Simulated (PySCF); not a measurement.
A calculated (r2SCANh, PySCF 2.14, aug-cc-pVQZ-DK, scalar relativity by spin-free X2C-1e) atom or ion has these occupied shells.

```csv
shell,electrons,orbital energy (eV),"rms radius, mean of both spins (bohr)"
1s α,1,-4923.1,0.0805
1s β,1,-4923.1,0.0805
2s α,1,-573.51,0.352
2s β,1,-573.05,0.352
2p α,3,-477.48,0.321
2p β,3,-477.06,0.321
3s α,1,-89.939,1.07
3s β,1,-88.663,1.07
3p α,3,-64.357,1.15
3p β,3,-62.962,1.15
3d α,1,-27.977,1.42
4p α,1,-15.790,3.43
```

Q: Name the element and its charge.

A: Ti²⁺ (titanium, charge +2), in [Ar] 3d1 4p1, one real determinant (an excited configuration).
